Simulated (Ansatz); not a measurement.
Consider the formal exchange of groups at the Se–Sn bond: `[F][Sn]([F])([F])[SeH]` + `[SiH3]P` → `P[SiH2][SeH]` + `[F][SnH]([F])[F]`.

Calculated with Ansatz (gas phase, PBE0-D4/def2-TZVP geometries, no zero-point term in ΔE). CCSD(T)/CBS adds triple-zeta CCSD(T) − MP2 to the extrapolated MP2 energy (def2 sets, frozen cores). This one scheme is used for every species. Elements past krypton have def2 core potentials. For Se, Sn outer-core shells are correlated without core-valence functions, which leaves a few kJ/mol of doubt a bond. Scalar relativity is left out up to krypton. One conformer a species, not always the lowest.

`[F][Sn]([F])([F])[SeH]`:

```xyz
6

F     0.433   -1.980   -0.115
Sn    0.310   -0.110   -0.380
F     1.990    0.436   -1.056
F    -0.907    0.044   -1.822
Se   -0.289    1.190    1.636
H    -1.538    0.418    1.737
```

`[SiH3]P`:

Cartesian coordinates in Å:
```
Si -0.002 -0.778 0.254
P 0.261 1.042 -1.050
H 1.322 -1.439 0.392
H -0.935 -1.707 -0.435
H -0.535 -0.477 1.609
H 0.911 1.792 -0.033
H -1.022 1.567 -0.738
```

`P[SiH2][SeH]`:

Cartesian coordinates in Å:
```
P -1.755 -0.493 -0.688
Si 0.379 -0.545 0.012
Se 1.029 1.544 0.662
H -2.197 0.257 0.435
H -1.555 0.659 -1.494
H 1.229 -1.037 -1.103
H 0.482 -1.502 1.143
H 2.387 1.116 1.031
```

`[F][SnH]([F])[F]`:

```xyz
5

F     1.331    1.190    0.471
Sn   -0.021   -0.076    0.089
F     0.536   -0.920   -1.509
F    -1.529    0.954   -0.402
H    -0.318   -1.148    1.351
```

| species | CCSD(T)/CBS(def2) energy (Eh) |
| --- | --- |
| `[F][Sn]([F])([F])[SeH]` | -2914.83827 |
| `[SiH3]P` | -633.00997 |
| `P[SiH2][SeH]` | -3033.74999 |
| `[F][SnH]([F])[F]` | -514.09299 |

**Question.** Work out ΔE.

**Answer.** ΔE = (-3033.74999) + (-514.09299) − (-2914.83827) − (-633.00997) = 0.00526 Eh = +0.14 eV.

**Question.** What do rigid-rotor, harmonic-oscillator terms from PBE0-D4/def2-TZVP frequencies (298.15 K, 1 bar) make of the CCSD(T)/CBS value? (Best estimate.)

**Answer.** The calculation gave: ΔZPE = 0.00 eV, ΔH = +0.12 eV, ΔS = -22 J/(mol·K), ΔG = +0.19 eV. Modes under 50 cm⁻¹ make the entropy rough.

Largest T1 diagnostic among the species: 0.015.

From BLYP to BHLYP (50 % exact exchange), in def2-TZVPP and without D4, ΔE moves by −0.07 eV. In def2-TZVPP, CCSD(T) changes the Hartree–Fock value by −0.05 eV (the triples alone add +0.00 eV) and MP2 by −0.06 eV. At CCSD(T), def2-SVP lies +0.06 eV from the extrapolated value and def2-TZVPP −0.03 eV.
